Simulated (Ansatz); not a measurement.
Two isomers of C2H3BrO: A = `CC(=O)Br`, B = `BrC1CO1`.

Calculated with Ansatz (gas phase, PBE0-D4/def2-TZVP geometries, no zero-point term in ΔE). CCSD(T)/CBS is the MP2 limit (def2-TZVPP, def2-QZVPP) plus CCSD(T) − MP2 in def2-TZVPP, frozen cores. Functionals use def2-TZVPP. B3LYP here is the variant with VWN-RPA as its local correlation; programs differ in this. For Br outer-core shells are correlated without core-valence functions, which leaves a few kJ/mol of doubt a bond. Scalar relativity is left out up to krypton.

A:

```xyz
7

C    -0.181   -0.027   -0.681
C    -0.018    0.221    0.779
O    -0.646    0.933    1.472
Br    1.471   -0.837    1.534
H    -1.007    0.573   -1.060
H    -0.367   -1.089   -0.848
H     0.748    0.226   -1.195
```

B:

```xyz
7

Br   -2.002   -0.717    0.729
C    -0.172   -0.141    0.617
C     0.427    0.137   -0.675
O     0.059    1.169    0.246
H     0.390   -0.524    1.461
H    -0.197    0.070   -1.561
H     1.496    0.004   -0.817
```

(1) Which is lower in electronic energy at CCSD(T)/CBS, and by how much? (An estimate is asked.)

(2) Give E(B) − E(A) in kcal/mol with LDA (SPW92), r2SCAN-D4, MP2/def2-TZVPP, B3LYP-D4, BLYP-D4, CCSD(T)/def2-TZVPP, CCSD/def2-TZVPP. (Estimate.)

(3) Does the order hold for the free energy at 298.15 K (harmonic terms from PBE0-D4)? (Best estimate.)

Largest T1 diagnostic: 0.013.

## Answers

(1) Computed: A, by 36.2 kcal/mol.

(2) Ansatz gave: LDA (SPW92) 34.3, r2SCAN-D4 38.1, MP2/def2-TZVPP 36.2, B3LYP-D4 39.3, BLYP-D4 41.3, CCSD(T)/def2-TZVPP 36.2, CCSD/def2-TZVPP 35.5. None reverses the order clearly.

(3) The calculation gave: Yes: G(B) − G(A) = +37.6 kcal/mol.

At CCSD(T), def2-SVP lies +3.4 kcal/mol from the extrapolated value and def2-TZVPP +0.0 kcal/mol. From BLYP to BHLYP (50 % exact exchange), in def2-TZVPP and without D4, E(B) − E(A) moves by −3.4 kcal/mol.
